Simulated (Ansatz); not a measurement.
Geometry optimisation, RKS PBE0-D4/def2-SVP (Ansatz).

Input file:

```yaml
crystal:
  periodic: [false, false, false]
  atoms:
    - { symbol: Sn, position_ang: [0.202338, 0.0, -0.076792] }
    - { symbol: H, position_ang: [0.13393, 0.0, 1.656208] }
    - { symbol: H, position_ang: [1.847849, 0.0, -0.533052] }
    - { symbol: H, position_ang: [-0.553705, 1.403678, -0.674355] }
    - { symbol: H, position_ang: [-0.553705, -1.403678, -0.674355] }
    - { symbol: Cl, position_ang: [-2.984961, 0.0, 1.625286] }
    - { symbol: H, position_ang: [-1.697446, 0.0, 1.97496] }
basis:
  gaussian: { orbitals: def2-SVP }
hamiltonian:
  xc: pbe0
  dispersion: d4
relax:
  f_tol: 0.03
  max_steps: 50
output:
  orbitals: {}
```

Run as:

```bash
$ ansatz run input.yaml --threads 2 --pin off --max-ram 3072MiB --backend cpu --events-out ev --progress --plain --runs-dir out
```

Where does it end, and by what steps?

The forces met the threshold. The force dipped under the threshold on the way, but the program's further checks kept it going. After 16 steps the energy has fallen by 0.054 eV; H7 moved furthest, 0.60 Å.

```
step  energy less start (eV)  largest force component (eV/Å)  accepted
   0                  0.0000                           1.124       yes
   1                 -0.0374                           0.594       yes
   2                 -0.0431                           0.462       yes
   3                 -0.0365                           0.697        no
   4                 -0.0488                           0.263       yes
   5                 -0.0519                           0.033       yes
   6                 -0.0521                           0.036       yes
   7                 -0.0523                           0.099       yes
   8                 -0.0526                           0.035       yes
   9                 -0.0513                           0.289        no
  10                 -0.0528                           0.096       yes
  11                 -0.0531                           0.091       yes
  12                 -0.0530                           0.134        no
  13                 -0.0535                           0.030       yes
  14                 -0.0536                           0.106       yes
  15                 -0.0526                           0.201        no
  16                 -0.0540                           0.012       yes
```

```xyz
7
Properties=species:S:1:pos:R:3
Sn 0.311 0.000 -0.150
H 0.311 0.000 1.566
H 1.939 0.000 -0.681
H -0.474 1.406 -0.719
H -0.474 -1.406 -0.719
Cl -3.109 0.000 1.596
H -2.109 0.000 2.405
```

Whether the end is a true minimum wasn't checked by a vibrational analysis.

Run time: 22 s on 2 threads of Arm Neoverse V1 (shared host), peak memory 0.14 GiB.
